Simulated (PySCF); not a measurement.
Orbital levels and atomic charges: B15H15N16

System: B15H15N16 (flake hBN).

Cartesian coordinates (Å):
```
  1 N    -2.489    1.967    0.000
  2 B    -3.739    2.672   -0.001
  3 N    -4.941    1.937   -0.001
  4 B    -4.972    0.508   -0.001
  5 N    -3.729   -0.203    0.000
  6 B    -2.487    0.521    0.000
  7 N     6.198   -0.228    0.001
  8 B     4.972    0.506    0.002
  9 N     3.729   -0.204    0.001
 10 B     3.738   -1.640    0.000
 11 N     4.997   -2.320   -0.001
 12 B     6.238   -1.642   -0.001
 13 N     2.490    1.967    0.001
 14 B     1.245    2.667   -0.001
 15 N     0.000    1.963    0.000
 16 B     0.000    0.518    0.000
 17 N     1.245   -0.198    0.001
 18 B     2.487    0.521    0.001
 19 N    -6.198   -0.226   -0.001
 20 B    -6.238   -1.640    0.000
 21 N    -4.998   -2.319    0.001
 22 B    -3.738   -1.639    0.000
 23 N     4.942    1.936    0.003
 24 B     3.740    2.671    0.003
 25 B    -1.244    2.668   -0.001
 26 N    -1.245   -0.198    0.001
 27 B    -1.247   -1.637    0.000
 28 N     0.000   -2.328    0.000
 29 B     1.247   -1.637    0.001
 30 N     2.493   -2.332    0.001
 31 N    -2.494   -2.331   -0.001
 32 H    -3.770    3.845   -0.002
 33 H    -5.818    2.437   -0.002
 34 H     7.063    0.289    0.001
 35 H     4.994   -3.329   -0.003
 36 H     7.258   -2.225   -0.002
 37 H     1.244    3.839   -0.003
 38 H    -7.063    0.291   -0.001
 39 H    -7.259   -2.223    0.001
 40 H    -4.995   -3.327    0.001
 41 H     5.818    2.435    0.004
 42 H     3.771    3.844    0.003
 43 H    -1.243    3.840   -0.003
 44 H    -0.001   -3.337   -0.001
 45 H     2.492   -3.341    0.001
 46 H    -2.492   -3.340   -0.002
```

Method: PBE0/6-31G*, gas phase, PySCF, fitting set def2-universal-JFIT up to Ne and JKFIT beyond, grid level 1.

**Question.** Give the orbital energies near the gap.

**Answer.** 
| orbital | eV |
| --- | --- |
| HOMO-4 | -7.56 |
| HOMO-3 | -7.42 |
| HOMO-2 | -7.17 |
| HOMO-1 | -6.73 |
| HOMO | -6.66 |
| LUMO | 0.28 |
| LUMO+1 | 0.77 |
| LUMO+2 | 0.91 |
| LUMO+3 | 1.15 |

**Question.** Give the partial charges of the non-hydrogen atoms.

**Answer.** 
| atom | Mulliken | IAO | Hirshfeld |
| --- | --- | --- | --- |
| N1 | -0.46 | -0.40 | -0.20 |
| B2 | 0.30 | 0.22 | 0.15 |
| N3 | -0.64 | -0.47 | -0.22 |
| B4 | 0.52 | 0.39 | 0.20 |
| N5 | -0.47 | -0.41 | -0.21 |
| B6 | 0.50 | 0.40 | 0.22 |
| N7 | -0.64 | -0.48 | -0.22 |
| B8 | 0.52 | 0.39 | 0.20 |
| N9 | -0.47 | -0.41 | -0.21 |
| B10 | 0.52 | 0.39 | 0.20 |
| N11 | -0.64 | -0.48 | -0.22 |
| B12 | 0.28 | 0.20 | 0.13 |
| N13 | -0.46 | -0.40 | -0.20 |
| B14 | 0.31 | 0.24 | 0.17 |
| N15 | -0.47 | -0.39 | -0.20 |
| B16 | 0.50 | 0.40 | 0.22 |
| N17 | -0.49 | -0.41 | -0.21 |
| B18 | 0.50 | 0.40 | 0.22 |
| N19 | -0.64 | -0.48 | -0.22 |
| B20 | 0.28 | 0.20 | 0.13 |
| N21 | -0.64 | -0.48 | -0.22 |
| B22 | 0.52 | 0.39 | 0.20 |
| N23 | -0.64 | -0.47 | -0.22 |
| B24 | 0.30 | 0.22 | 0.15 |
| B25 | 0.31 | 0.24 | 0.17 |
| N26 | -0.49 | -0.41 | -0.21 |
| B27 | 0.53 | 0.39 | 0.19 |
| N28 | -0.67 | -0.49 | -0.23 |
| B29 | 0.53 | 0.39 | 0.19 |
| N30 | -0.67 | -0.49 | -0.23 |
| N31 | -0.67 | -0.49 | -0.23 |
